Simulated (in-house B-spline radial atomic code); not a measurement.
# Binding energies in neutral magnesium

NIST's tabulated ground configuration is [Ne] 3s2; each binding energy is the energy of the ion with one electron taken from that subshell, relaxed, less that of the parent. All numbers are computed (Dirac-Kohn-Sham LDA VWN5, spherical fractional occupations; Fermi nucleus of rms radius 3.057 fm) with a radial B-spline atomic code at the basis-set limit, not measured. Energies include first-order Breit, QED and recoil terms.

```tsv
subshell	X-ray name	binding energy (eV)	-ε (eV)	relaxation (eV)
1s	K	1315.2	1253.4	-62.6
2s	L1	90.9	79.30	-11.63
2p1/2	L2	58.85	46.92	-11.96
2p3/2	L3	58.55	46.63	-11.93
3s	M1	8.07	4.78	-3.29
```

Relaxation = -ε minus the binding energy without Breit, QED and recoil terms. With a density functional, K lines can miss by some tenths of a per cent, more in light atoms. For a density functional the relaxation so defined is negative, because -ε of a Kohn-Sham level is smaller than the binding energy.

Emission lines follow as differences of binding energies, with λ = 12398.42 eV·Å / E:

```tsv
line	holes	energy (eV)	wavelength (Å)
K-L3	1s → 2p3/2	1256.7	9.8662
K-L2	1s → 2p1/2	1256.4	9.8686
L3-M1	2p3/2 → 3s	50.5	245.61
```

(1) What screening constant σ does Moseley's law, E = (3/4)·13.6057 eV·(Z - σ)², need for K-L3?

(2) What does it cost to remove both a 1s and a 2p1/2 electron?

(3) What does it cost to remove two 2p1/2 electrons?

(4) What does it cost to remove two 1s electrons?

Results:

(1) σ = 0.90.

(2) 1409.3 eV, which is 35.24 eV more than the two single binding energies together.

(3) 144.38 eV, which is 26.67 eV more than the two single binding energies together.

(4) 2755 eV, which is 124.6 eV more than the two single binding energies together.
